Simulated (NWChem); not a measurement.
Molecule: C2H8Si2; SMILES C(/[SiH3])=C/[SiH3]

```xyz
12

Si     0.4229     1.8163     0.0000
C     -1.0690     0.6615     0.0000
C     -1.0700    -0.6847     0.0000
Si     0.4305    -1.8101     0.0000
H      1.2751     1.6182    -1.2126
H     -0.0822     3.2224     0.0000
H      1.2751     1.6182     1.2126
H     -2.0480     1.1638     0.0000
H     -2.0475    -1.1909     0.0000
H      1.6852    -0.9992     0.0000
H      0.4147    -2.6903    -1.2090
H      0.4147    -2.6903     1.2090
```
Atoms are numbered in this order, from 1.

All runs use the structure optimised with PBE0/def2-SVP.

Symmetry labels are those of Cs in the frame above (b1 and b2, or b-type labels, depend on it).

### Question
List the 4 lowest vertical singlet excitations from PBE/6-31G* (spherical d), full TDDFT (NWChem).

### Answer
| state | energy (eV) | oscillator strength | symmetry | leading excitation (squared amplitude) |
|---|---|---|---|---|
| S1 | 5.59 | 0.005 | a" | HOMO−1 → LUMO (0.99) |
| S2 | 6.08 | 0.253 | a' | HOMO → LUMO (0.84) |
| S3 | 6.36 | 0.000 | a" | HOMO−2 → LUMO (0.98) |
| S4 | 6.70 | 0.010 | a" | HOMO−4 → LUMO (0.97) |
